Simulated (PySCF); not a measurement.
## Deuteron quadrupole couplings in `CC1=CC(F)=CC[C@@H]1F`

C7H8F2.
Geometry (GFN2-xTB, Å), atoms numbered from 1 in this order:
```xyz
17
C7H8F2 angstrom
C      2.3164    0.2295   -0.0748
C      0.8255    0.2443   -0.0319
C      0.0839    1.3413   -0.2066
C     -1.3570    1.2786   -0.1320
F     -2.0021    2.4664   -0.1527
C     -2.0357    0.1357   -0.0740
C     -1.3008   -1.1666   -0.1076
C      0.1538   -1.0545    0.3446
F      0.2009   -1.1594    1.7377
H      2.7074   -0.1475    0.8702
H      2.7118    1.2259   -0.2493
H      2.6647   -0.4337   -0.8673
H      0.5285    2.3029   -0.4117
H     -3.1125    0.1170   -0.0453
H     -1.8011   -1.8948    0.5345
H     -1.3239   -1.5577   -1.1302
H      0.7332   -1.9155   -0.0135
```

Level: PBE0/pcSseg-1 (PySCF, non-relativistic); Q(2H) = 0.00286 b; rigid geometry, the same for H and D, with no vibrational averaging.

Question: Rank these positions by the coupling χzz of a deuteron there, largest first.
A. H13 (vinylic hydrogen)
B. H11 (methyl hydrogen)
C. H16 (methylene hydrogen)
D. H12 (methyl hydrogen)
E. H14 (vinylic hydrogen)
F. H17 (methine hydrogen)

Answer: E (225 kHz), A (220 kHz), B (212 kHz), D (208 kHz), C (201 kHz), F (188 kHz).

What are Vzz, η and χzz (234.96 MHz × Q × Vzz) at all hydrogens?

| atom | bonded to | bond length (Å) | Vzz (au) | η | χzz (kHz) |
| --- | --- | --- | --- | --- | --- |
| H10 | C1 | 1.090 | 0.3077 | 0.02 | 207 |
| H11 | C1 | 1.086 | 0.3160 | 0.03 | 212 |
| H12 | C1 | 1.090 | 0.3093 | 0.03 | 208 |
| H13 | C3 | 1.079 | 0.3277 | 0.07 | 220 |
| H14 | C6 | 1.077 | 0.3350 | 0.07 | 225 |
| H15 | C7 | 1.092 | 0.3008 | 0.04 | 202 |
| H16 | C7 | 1.095 | 0.2985 | 0.04 | 201 |
| H17 | C8 | 1.098 | 0.2804 | 0.04 | 188 |

How does χzz go with the bond length over the 8 C–H bonds?

A straight-line fit has a slope of -15.5 kHz for each 0.01 Å, with a correlation coefficient of -0.97, over lengths from 1.077 to 1.098 Å. The longer bonds have the smaller couplings here.

Give the 2H NMR doublet splittings at H14 for a magnetic field along the z, y and x axes of the gradient: 3χ/2, 3χ(1 + η)/4, 3χ(1 − η)/4.

With |χ| = 225.1 kHz and η = 0.074: 338, 181 and 156 kHz, to first order and without motion.

The structure is a single GFN2-xTB conformer in the gas phase; no vibrational or solvent corrections. GFN2-xTB bond lengths can be off by several hundredths of an ångström, more for odd bonds, and the gradients follow them. With so small a basis the couplings can be 20 % off.

The run behind these numbers computed NMR shieldings as well. Time: 34 s; peak memory 0.85 GiB. Hardware: Arm Neoverse V2, one thread, no GPU (shared host).
